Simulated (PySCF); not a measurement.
## Rh(3+) (rhodium, charge +3) across methods

[Kr] 4d6, high-spin 5D determinant. Calculation: PySCF 2.14, in aug-cc-pVTZ-DK (9s8p6d3f2g, 102 functions); scalar relativity by spin-free X2C-1e.

```csv
method,E (hartree),mean ε 4p β (eV),mean ε 4d α (eV),mean ε 4d β (eV),Σ⟨r²⟩ (bohr²),⟨S²⟩
UHF,-4779.14162,-94.441,-48.433,-44.183,26.11,6.003
r2SCAN,-4781.39,-84.818,-41.315,-37.976,26.15,6.001
wB97X,-4781.54,-89.343,-45.199,-42.292,26.09,6.001
LDA,-4776.12,-84.307,-40.915,-37.918,26.35,6.000
B3LYP,-4781.43,-86.487,-42.449,-39.472,26.29,6.001
PBE,-4780.97,-83.982,-40.824,-37.858,26.29,6.001
r2SCANh,-4781.38,-85.907,-42.122,-38.720,26.13,6.002
PBE0,-4781.06,-86.980,-42.969,-39.737,26.18,6.001
```
